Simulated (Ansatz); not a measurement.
Molecule: tetrabromosilane, SiBr4, net charge 0, singlet state. 
Coordinates optimised at B3LYP-D3(BJ)/def2-TZVP (Ansatz, a program for electronic structure):
SMILES: Br[Si](Br)(Br)Br
```xyz
5

Si     0.0000     0.0000     0.0000
Br    -1.0058     1.9635    -0.1119
Br     1.8535     0.0526    -1.2005
Br     0.4980    -0.4533     2.1038
Br    -1.3457    -1.5628    -0.7913
```

Property: atomisation energy (electronic, to ground-state atoms), in kJ/mol. Correlated levels leave the core frozen unless marked. UHF or UKS for open shells. Spin-orbit coupling is left out. Frozen are the shells of the preceding noble gas and the d and f shells that filled before the atom's block. Non-relativistic. The coupled-cluster limit lacks core correlation, which all-electron functionals hold. Basis-set limits of correlation are two-point, X^-3; Hartree-Fock from the larger set.

```tsv
level	program	atomisation energy (kJ/mol)
HF/def2-TZVPP	Ansatz	953.3
PBE-D3(BJ)/def2-TZVPD	Ansatz + dftd3	1404.6
```

Problem. Predict the CCSD(T)/CBS(def2-TZVPPD,def2-QZVPPD) result (Ansatz).

Solution. 1370.8 kJ/mol
